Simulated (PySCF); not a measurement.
Compound: C₆H₇P₃.
Numbering: `[cH:1]1[cH:2][cH:3][c:4](-[p:5]2[pH:6][pH:7]2)[cH:8][cH:9]1`

NICS = −σ at a ghost point: NICS(0) at the centroid of the ring atoms, NICS(1) 1 Å to either side along the normal of their mean plane, zz for the tensor component along that normal. Level: GIAO PBE0/pcSseg-1 (PySCF, non-relativistic, gas phase) on the GFN2-xTB geometry, one conformer.

Ring bond lengths (Å), with Mayer bond orders in brackets: C1–C2 1.385 (1.43), C2–C3 1.382 (1.46), C3–C4 1.390 (1.38), C4–C8 1.390 (1.38), C8–C9 1.383 (1.46), C9–C1 1.385 (1.43); P5–P6 2.175 (0.97), P6–P7 2.203 (0.95), P7–P5 2.175 (0.97).

**Question.** Give the NICS values of each ring in ppm.

**Answer.** 
| ring | type | NICS(0) | NICS(1), two faces | NICS(1)zz, two faces | rms pucker (Å) | centre to ring atoms, mean (Å) |
| --- | --- | --- | --- | --- | --- | --- |
| C1–C2–C3–C4–C8–C9 | 6-membered carbocycle; formal bonds all aromatic | -8.6 | -11.1 / -11.9 | -27.4 / -27.2 | 0.00 | 1.39 |
| P5–P6–P7 | 3-membered ring with 3 P; bonds drawn aromatic by RDKit's count | -34.6 | -12.0 / -10.4 | -26.4 / -25.3 | 0.00 | 1.26 |

**Question.** What can be read from them?

**Answer.** 
- C1–C2–C3–C4–C8–C9: mean NICS(1)zz -27.3 ppm, shielded, aromatic by this magnetic criterion (flat ring, no four-coordinate atom).
- P5–P6–P7: mean NICS(1)zz -25.8 ppm, shielded. A hydrogen on P7, outside the ring, lies 1.48 Å from a NICS(1) probe. NICS(0) lies 23 ppm below the mean NICS(1).

**Question.** And the bond-length index? Use HOMA with the parameters of Krygowski (1993).

**Answer.** 
- C1–C2–C3–C4–C8–C9: HOMA 1.00 = 1 − EN − GEO, with mean bond length 1.386 Å, EN = α(Ropt − mean)² = 0.001 and GEO = α × variance = 0.003. The geometric and the magnetic index point the same way.

**Question.** At the first NICS(1) probe listed for ring C1–C2–C3–C4–C8–C9, 1 Å off the ring, how large is the induced field along the normal in 11.7 T applied along it?

**Answer.** NICSzz × B0 = -27.4 ppm × 11.7 T = -321 μT, against the applied field.

**Question.** List the ring angles and the Hirshfeld charges of the ring atoms.

**Answer.** 
- C1–C2–C3–C4–C8–C9: C1 120.0° (-0.044 e), C2 120.1° (-0.044 e), C3 120.0° (-0.052 e), C4 119.7° (-0.061 e), C8 120.0° (-0.052 e), C9 120.1° (-0.044 e); sum 720.0° against 720° for a flat convex ring.
- P5–P6–P7: P5 60.8° (+0.049 e), P6 59.6° (+0.015 e), P7 59.6° (+0.015 e); sum 180.0° against 180° for a flat convex ring.

The run took about 1.8 min of CPU time (one thread, shared machine). This is the whole shielding run at PBE0/pcSseg-1, SCF included.

Shape of the structure used: `[cH:1]1[cH:2][cH:3][c:4](-[p:5]2[pH:6][pH:7]2)[cH:8][cH:9]1`: C3–C4–P5–P6 -61°.
